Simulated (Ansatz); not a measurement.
`F[Si]([SiH3])(Cl)Br` → Br• + `F[Si]([SiH3])Cl`•  (homolysis of the Br–Si bond)

Gas-phase electronic energies from Ansatz, PBE0-D4/def2-TZVP geometries. CCSD(T)/CBS is the MP2 limit (def2-TZVPP, def2-QZVPP) plus CCSD(T) − MP2 in def2-TZVPP, frozen cores. Functionals use def2-TZVPP. Open shells (•) are unrestricted, without spin–orbit coupling. Spin–orbit coupling would lower the free atoms: clearly for Br. Bonds to Br are less sure, by a few kJ/mol each and by 10 to 20 or more in all where they break to atoms, as the def2 sets lack core-valence functions. Scalar relativity is left out up to krypton.

CCSD(T)/CBS gives +4.39 eV.

**Question.** Another level gave +4.17 eV. Which?
A. PBE-D4/def2-TZVPP
B. r2SCAN0/def2-TZVPP
C. PBE-QIDH/def2-TZVPP
D. BHLYP-D4/def2-TZVPP

**Answer.** A. PBE-D4 4.17, r2SCAN0 4.12, BHLYP-D4 4.05, PBE-QIDH 4.27 eV.

Largest T1 diagnostic among the species: 0.015.

At CCSD(T), def2-SVP lies −0.45 eV from the extrapolated value and def2-TZVPP −0.22 eV: correlation converges slowly with the basis, and small sets miss more of it in the bonded molecule than in its fragments. From BLYP to BHLYP (50 % exact exchange), in def2-TZVPP and without D4, ΔE moves by +0.13 eV. The D4 term adds +0.16 eV with B3LYP and +0.08 eV with PBE0; it sums over pairs of atoms, weighted by their polarisabilities, and B3LYP, whose exchange is more repulsive, gets the larger term.

CCSD(T)/CBS has its own doubt, a few kJ/mol and more with outer-core shells, so smaller differences from it don't rank the levels.

B3LYP here is the variant with VWN-RPA as its local correlation; programs differ in this.
